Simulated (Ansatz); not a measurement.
`C[N]1[SiH2][SbH]1` at its PBE0-D4/def2-TZVP geometry, where that method's forces vanish. The species carries charge 0 and has multiplicity 1. Sb: def2 effective core potential.

```xyz
10

C     0.5793    0.5755    1.2221
N    -0.1631   -0.3395    0.3961
Si    0.0376   -1.0560   -1.1291
Sb   -2.1306   -0.1239   -0.3130
H     0.7618    1.5446    0.7386
H     0.0486    0.7656    2.1599
H     1.5518    0.1413    1.4783
H     0.8023   -0.3280   -2.1793
H     0.3537   -2.5064   -1.1604
H    -1.8414    1.3269   -1.2132
```

(1) What forces (eV/Å) does r2SCAN-D4/def2-TZVPP give on these atoms in Ansatz? (Best estimate.)

Results:

(1) Computed: 
```
C1   0.086  0.163  0.133
N2   0.063 -0.190 -0.004
Si3  0.061 -0.048 -0.104
Sb4 -0.226  0.022  0.009
H5   0.004  0.005  0.004
H6   0.006  0.002 -0.008
H7  -0.011 -0.004 -0.012
H8   0.006 -0.005  0.007
H9   0.001  0.016  0.008
H10  0.009  0.038 -0.033
```
